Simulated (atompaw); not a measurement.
## Pseudopotential generation for Sm: PAW (atompaw), PBE, scalar-relativistic.

The input file (atompaw 4.2.0.5):

```
Sm 62
GGA-PBE scalarrelativistic loggrid 2001 logderivrange -5 5 251
6 6 5 4 0 0
6 0 1
6 1 0
5 2 1
4 3 6
0 0 0
c
c
c
c
v
v
c
c
c
v
v
c
c
v
v
3
3.00 2.90 2.30 2.65
n
n
y
0.4
n
y
0.9
n
custom polynom2 7 10 vanderbiltortho besselshape
4 0 ultrasoft
1.75
3.00
3.00
2.90
3.00
3.00
0.90
0.90
PWSCFOUT
UPFDX 0.0125d0 UPFXMIN -7.d0 UPFZMESH 62.d0
END
```

Command:

```bash
atompaw < Sm.input > Sm.log
```

The program printed (summary file):

```
Completed calculations for Sm (AE)

 Exchange-correlation type: GGA, Perdew-Burke-Ernzerhof

 Radial integration grid is logarithmic
 r0 =   1.0892634E-04 h =   6.7534333E-03   n =      2001 rmax =   8.0000000E+01

 Scalar relativistic calculation

 AEatom converged in  40 iterations
   nz     =  62.00
   delta  =       8.417322797674E-16

 All Electron Orbital energies:
  n  l      occupancy      energy
  1  0      2.0000000E+00 -3.4308673E+03
  2  0      2.0000000E+00 -5.6057359E+02
  3  0      2.0000000E+00 -1.2276690E+02
  4  0      2.0000000E+00 -2.4338116E+01
  5  0      2.0000000E+00 -3.0996775E+00
  6  0      1.0000000E+00 -2.3711795E-01
  2  1      6.0000000E+00 -5.0001230E+02
  3  1      6.0000000E+00 -1.0383804E+02
  4  1      6.0000000E+00 -1.8118270E+01
  5  1      6.0000000E+00 -1.6324173E+00
  6  1      0.0000000E+00 -7.7897923E-02
  3  2      1.0000000E+01 -7.8225104E+01
  4  2      1.0000000E+01 -9.3947265E+00
  5  2      1.0000000E+00 -8.3344311E-02
  4  3      6.0000000E+00 -1.0806943E-01

 Total energy
   Total                    :   -20854.27768705974086

 ---
 Completed calculations for Sm (SC)

 Exchange-correlation type: GGA, Perdew-Burke-Ernzerhof

 Radial integration grid is logarithmic
 r0 =   1.0892634E-04 h =   6.7534333E-03   n =      2001 rmax =   8.0000000E+01

 Scalar relativistic calculation

 SCatom converged in   3 iterations
   nz     =  62.00
   delta  =       8.256149144546E-17

 Valence Electron Orbital energies:
  n  l      occupancy      energy
   5  0      2.0000000E+00 -3.0996775E+00
   6  0      1.0000000E+00 -2.3711795E-01
   5  1      6.0000000E+00 -1.6324173E+00
   6  1      0.0000000E+00 -7.7897921E-02
   5  2      1.0000000E+00 -8.3344311E-02
   4  3      6.0000000E+00 -1.0806943E-01

 Total energy
   Total                    :   -20854.27768705137714
   Valence                  :     -603.67112464667639

 PAW parameters:
       lmax =            3
         rc =    3.0036347465589861
        irc =         1515
   rc_shape =    2.9039001866937508
    rc_vloc =    2.3081083900620354
    rc_core =    2.6598152090745120
   Vloc: Non norm-conserving form with l= 4;e=   0.0000E+00
   Projector type: improved polynomial pseudization + Vanderbilt ortho.
   Bessel compensation charge shape zeroed at   2.9039E+00

 Number of basis functions     8
 No.   n  nodes  l      Energy         Cp coeff         Occ
  1    5    4    0   -0.3099678E+01  0.8778860E+00  0.2000000E+01
  2    6    5    0   -0.2371180E+00  0.6069801E+01  0.1000000E+01
  3    5    3    1   -0.1632417E+01  0.4347685E+01  0.6000000E+01
  4    6    4    1   -0.7789792E-01 -0.4280117E+02  0.0000000E+00
  5    5    2    2   -0.8334431E-01 -0.6230497E+02  0.1000000E+01
  6  999    3    2    0.4000000E+00 -0.2354806E+01  0.0000000E+00
  7    4    0    3   -0.1080694E+00 -0.1247165E+02  0.6000000E+01
  8  999    1    3    0.9000000E+00 -0.4368833E+02  0.0000000E+00

 Eigenvalues of overlap operator (in the basis of projectors):
    1        2.50654291E-01
    2        2.69443306E-01
    3        3.01694168E-01
    4        6.19921528E+00
    5        1.42614835E+02
    6        5.85506614E+02
    7        5.94930732E+03
    8        1.11520626E+04

 Orbital leakage outside PAW augmentation regions
   orb  is_core?  %out_of_sphere
   1 0    T           0.00
   2 0    T           0.00
   3 0    T           0.00
   4 0    T           0.00
   5 0    F           0.54
   6 0    F          83.29
   2 1    T           0.00
   3 1    T          -0.00
   4 1    T           0.00
   5 1    F           3.04
   6 1    F          96.17
   3 2    T           0.00
   4 2    T           0.00
   5 2    F          55.60
   4 3    F           2.09

 Summary of PAW energies
   Total valence energy     :   -603.67074340947920
   Smooth energy            :   2421.18103070399911
   One center               :  -3024.85177411347831
   Smooth kinetic           :   2539.83033844543252
   Vloc energy              :   -118.60381704287290
   Smooth exch-corr         :    -31.38392939383564
   One-center xc            :   -439.19249612650805
```

The run took about 32 s on one core of a shared server CPU.
